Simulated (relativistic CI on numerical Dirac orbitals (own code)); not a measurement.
Computed by Dirac-Coulomb-Breit CI, KLI orbitals optimised for each configuration, QED by a radiative potential, unscaled Slater integrals (own radial code, finite nucleus).

The strongest absorption lines from the ground level of an ion, among the configurations computed and to levels below about 110 eV (vacuum wavelength in Å, gf): 135.80 (1.3), 138.56 (0.54), 162.07 (3.2), 172.92 (6.6), 173.12 (0.68), 176.52 (0.54), 177.28 (2.9), 196.71 (3.7).

(1) Which ion is it?
A. Sc III
B. Mn VII
C. V V
D. Co IX

Answers

(1) B. Mn VII has 19 electrons and the ground level 3s2 3p6 3d 2D_3/2; the strongest line goes to 3s2 3p5 3d2 2D°_3/2. The pattern of lines fixes the number of electrons, and along that sequence the line energies rise steadily with the charge (about as its square where n changes within one kind of shell, about linearly where n is kept but much faster in heavy ions where fine structure, which grows about as Z⁴, sets the gap, and irregularly where shells cross), which fixes Z. Configurations outside the model, such as inner-shell arrays, can give stronger lines. At this charge configurations can still be misplaced by up to about 7 % of their energy. 21 of the 25 excited levels that our extract of the measured tables holds in this range could be paired (the sources list more); they are missed by 2855 cm⁻¹ on average and 16553 at most, and levels without a partner can miss by more.

LS names give the leading component of a level, which can be under half, so a name can repeat, a term be missing and a line seem to break the LS rules.
